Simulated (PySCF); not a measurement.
CBr, doublet, geometry from GFN2-xTB; PySCF with DF-CAMB3LYP/def2-TZVP.

Input for PySCF:
```python
from pyscf import gto, scf, dft

mol = gto.M(
    atom='''
C    -0.00000000   -0.00000000   -1.50332834
Br    0.00000000    0.00000000    0.25771343
''',
    basis='def2-tzvp',
    spin=1,
    verbose=4,
)

mf = dft.UKS(mol)
mf.xc = 'camb3lyp'
mf = mf.density_fit(auxbasis='def2-universal-jkfit')
mf.kernel()
```

Output, abridged:

```
PySCF version 2.14.0

[INPUT] verbose = 4
[INPUT] num. atoms = 2
[INPUT] num. electrons = 41
[INPUT] charge = 0
[INPUT] spin (= nelec alpha-beta = 2S) = 1
[INPUT] symmetry False subgroup None
[INPUT] Mole.unit = angstrom
[INPUT] Symbol           X                Y                Z      unit          X                Y                Z       unit  Magmom
[INPUT]  1 C      0.000000000000   0.000000000000  -1.503328340000 AA    0.000000000000   0.000000000000  -2.840878837897 Bohr   0.0
[INPUT]  2 Br     0.000000000000   0.000000000000   0.257713430000 AA    0.000000000000   0.000000000000   0.487007801322 Bohr   0.0

nuclear repulsion = 63.1031110029832
number of shells = 27
number of NR pGTOs = 149
number of NR cGTOs = 79
basis = def2-tzvp
ecp = {}

******** <class 'pyscf.df.df_jk.DFUKS'> ********
method = DFUKS
initial guess = minao
damping factor = 0
level_shift factor = 0
DIIS = <class 'pyscf.scf.diis.CDIIS'>
diis_start_cycle = 1
diis_space = 8
diis_damp = 0
SCF conv_tol = 1e-09
SCF conv_tol_grad = None
SCF max_cycles = 50
direct_scf = False
number electrons alpha = 21  beta = 20
XC library pyscf.dft.libxc version 7.1.2
    S. Lehtola, C. Steigemann, M. J. T. Oliveira, and M. A. L. Marques,  SoftwareX 7, 1–5 (2018)
XC functionals = camb3lyp
    T. Yanai, D. P. Tew, and N. C. Handy,  Chem. Phys. Lett. 393, 51 (2004)
radial grids:
    Treutler-Ahlrichs [JCP 102, 346 (1995); DOI:10.1063/1.469408] (M4) radial grids

becke partition: Becke, JCP 88, 2547 (1988); DOI:10.1063/1.454033
pruning grids: <function nwchem_prune>
grids dens level: 3
symmetrized grids: False
atomic radii adjust function: <function treutler_atomic_radii_adjust>
small_rho_cutoff = 0
Set gradient conv threshold to 3.16228e-05
tot grids = 34544
******** <class 'pyscf.df.df.DF'> ********
auxbasis = def2-universal-jkfit
Create RSH-DF object <pyscf.df.df.DF object> for omega=0.33
******** <class 'pyscf.df.df.DF'> ********
auxbasis = auxmol.basis = def2-universal-jkfit
init E= -2611.23554357787

cycle= 1 E= -2612.18014006404  delta_E= -0.945  |g|= 0.258  |ddm|= 1.07
cycle= 2 E= -2612.18805608979  delta_E= -0.00792  |g|= 0.195  |ddm|= 0.274
cycle= 3 E= -2612.20061549094  delta_E= -0.0126  |g|= 0.0493  |ddm|= 0.153
cycle= 4 E= -2612.20190011523  delta_E= -0.00128  |g|= 0.0163  |ddm|= 0.0482
cycle= 5 E= -2612.20211204163  delta_E= -0.000212  |g|= 0.00284  |ddm|= 0.0215
cycle= 6 E= -2612.20213098967  delta_E= -1.89e-05  |g|= 0.00106  |ddm|= 0.00687
cycle= 7 E= -2612.20213420226  delta_E= -3.21e-06  |g|= 0.000397  |ddm|= 0.00287
cycle= 8 E= -2612.20213476868  delta_E= -5.66e-07  |g|= 0.000158  |ddm|= 0.00118
cycle= 9 E= -2612.20213487592  delta_E= -1.07e-07  |g|= 6.47e-05  |ddm|= 0.00052
cycle= 10 E= -2612.20213489397  delta_E= -1.81e-08  |g|= 2.2e-05  |ddm|= 0.000241
cycle= 11 E= -2612.2021348957  delta_E= -1.73e-09  |g|= 6.21e-06  |ddm|= 7.71e-05
cycle= 12 E= -2612.2021348958  delta_E= -1.03e-10  |g|= 2.73e-06  |ddm|= 1.78e-05
Extra cycle  E= -2612.2021348958  delta_E= 2.73e-12  |g|= 3.16e-06  |ddm|= 5.87e-06
converged SCF energy = -2612.2021348958  <S^2> = 0.75543162  2S+1 = 2.0054243
```
